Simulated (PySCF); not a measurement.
Species: C2H9ClFSi3 (doublet state).
Structure used (GFN2-xTB), in Å, numbered top down from 1:
```
atom  x, y, z in Å
C1    -2.986   -0.032    0.147
C2    -1.506   -0.308    0.327
F3    -0.961   -0.673   -0.911
Si4   -0.456    1.193    0.958
Si5    1.655    1.004    0.077
Si6    2.842   -0.991   -0.231
Cl7    2.801    2.236    1.300
H8    -3.417    0.245    1.104
H9    -3.504   -0.911   -0.234
H10   -3.130    0.786   -0.554
H11   -1.369   -1.196    0.957
H12   -0.833    1.266    2.386
H13    1.619    1.775   -1.183
H14    3.161   -1.620    1.057
H15    1.971   -1.901   -0.974
H16    4.103   -0.863   -0.971
```

The hyperfine couplings belong to this conformer and change with its torsions.

Identity: `C[C@@H](F)[SiH][Si@H]([SiH3])Cl` [radical].

The calculation used UKS B3LYP, pcH-1 on C Cl F H Si, non-relativistic, mean-field spin-orbit, GIAO in PySCF 2.14.0. One conformer (not necessarily the lowest) at the GFN2-xTB geometry, without solvent, vibrations or thermal averaging. The geometry wasn't refined by DFT: couplings that depend on bond lengths, twists or pyramidal angles can differ widely from those at the functional's own minimum, by a factor of two or more for some ions and for spin on atoms past the first row. Stability of the SCF solution: not tested.

Computed for the main isotopes (class means, splittings of 0.05 mT or more): g = 2.0039; H11 1H +45.1 MHz (1.61 mT); H12 1H +29.0 MHz (1.03 mT); H13 1H +12.3 MHz (0.44 mT); H14/H15/H16 1H +4.4 MHz (0.16 mT); F3 19F -1.7 MHz (0.06 mT); 64 first-order lines, 3.61 mT wide.

(1) What changes when 1H at H11 is replaced by 2H?

(2) Where do the 29Si satellites of Si4 appear, and how strong are they?

(3) Give position and intensity of the satellites from 29Si at Si6.

(4) Where do the 29Si satellites of Si5 appear, and how strong are they?

Answers

(1) The spin density stays the same (vibrational effects aside), so a scales with the nuclear g factor: 0.85744/5.58569 = 0.1535, so a goes from +45.1 to +6.9 MHz (0.247 mT). The spin goes from 1/2 to 1, so the 1:1 doublet becomes a 1:1:1 triplet. The spectrum then has 96 first-order lines over 2.50 mT.

(2) a = -396.3 MHz, or 14.13 mT in magnitude, and I = 1/2, so to first order each main line has two satellites, at ±7.07 mT. The isotope's abundance is about 4.7 %, shared among 2 lines, so each has 2.5 % of the main line's intensity. At 340 mT second-order shifts move them to lower field by up to 0.15 mT.

(3) a = -49.9 MHz, or 1.78 mT in magnitude, and I = 1/2, so to first order each main line has two satellites, at ±0.89 mT. The isotope's abundance is about 4.7 %, shared among 2 lines, so each has 2.5 % of the main line's intensity.

(4) a = -41.1 MHz, or 1.47 mT in magnitude, and I = 1/2, so to first order each main line has two satellites, at ±0.73 mT. The isotope's abundance is about 4.7 %, shared among 2 lines, so each has 2.5 % of the main line's intensity.

Means are taken over nuclei equivalent by connectivity, which assumes that they swap fast. The three 1H nuclei of mean +4.4 MHz run from -1.8 to 16.2 MHz in the frozen geometry.
